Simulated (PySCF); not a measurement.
Isomers of C10H7Cl, mass 162.024 u with the commonest isotopes. Method: PBE0/pcSseg-1 in PySCF (dipole) on a GFN2-xTB geometry, gas phase. One conformer each, none proved a minimum here; rigid rotors.

Question: Order these by rotational constant A, largest first.
A. `Clc1cc2cccccc-2c1`
B. 1-chloronaphthalene (`ClC1=CC=CC2=CC=CC=C12`)
C. 2-chloronaphthalene (`ClC1=CC2=CC=CC=C2C=C1`)

Answer: A (2881 MHz), C (2770 MHz), B (1543 MHz).

Question: Order these by radius of gyration √(Σ m r²/M), smallest first.
A. `Clc1ccc2ccccc2c1` (2-chloronaphthalene)
B. 1-chloronaphthalene, `Clc1cccc2ccccc12`
C. `ClC1=CC2=CC=CC=CC2=C1`

Answer: B (2.321 Å), A (2.537 Å), C (2.595 Å).

Question: Order these by dipole moment, largest first.
A. `c1ccc2ccccc2c1Cl` (1-chloronaphthalene)
B. `ClC1=CC2=CC=CC=CC2=C1`
C. `Clc1ccc2ccccc2c1` (2-chloronaphthalene)

Answer: B (2.88 D), C (1.93 D), A (1.67 D).

```csv
SMILES,point group,Ia (u·Å²),Ib (u·Å²),Ic (u·Å²),κ,μa (D),μb (D),μc (D)
Clc1cc2cccccc-2c1,C2v,175.45,915.43,1090.87,-0.93,2.88,0.00,0.00
Clc1ccc2ccccc2c1,Cs,182.42,860.70,1043.12,-0.91,1.88,0.44,0.00
Clc1cccc2ccccc12,Cs,327.58,545.44,873.02,-0.28,1.33,1.00,0.00
```
